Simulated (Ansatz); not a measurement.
Frontier orbitals of BrClZn (`[Cl][Zn][Br]`).

Z-matrix (Å, degrees):
```
Zn
Cl 1 2.087
Br 1 2.221 2 180.0
```

Total charge 0; spin multiplicity 1. For Zn the d shell is correlated and the shells below it are frozen. Correlated methods include outer-core shells of Br, which these sets cover unevenly. Scalar relativity is left out up to krypton. The structure was optimised at the PBE0-D4/def2-TZVP level. Basis def2-TZVPP, Ansatz 0.2.0.

| functional | HOMO (eV) | LUMO (eV) | gap (eV) |
| --- | --- | --- | --- |
| PBE | -7.46 | -2.62 | 4.84 |
| r2SCAN | -7.79 | -2.33 | 5.46 |
| PBE0 | -8.74 | -1.71 | 7.03 |
| BHLYP | -9.85 | -0.90 | 8.95 |
| ωB97M-V | -10.95 | 0.09 | 11.04 |
| HF | -11.62 | 1.29 | 12.91 |

(1) What is the vertical ionisation energy at frozen-core CCSD(T)/def2-TZVPP? (Best estimate.)

Results:

(1) Ansatz gave: 11.14 eV (T1 of the cation 0.018).

A quarter of exact exchange (PBE0) shifts PBE's HOMO by −1.28 eV and its LUMO by +0.91 eV; full exchange at long range (ωB97M-V) shifts them by −3.49 and +2.71 eV. The gap opens from 4.84 to 11.04 eV, since occupied levels lose self-interaction and empty ones feel all the electrons. A positive LUMO is unbound and depends on the basis. −ε(HOMO) differs from that ionisation energy by −3.69 eV with PBE and −0.19 eV with ωB97M-V.
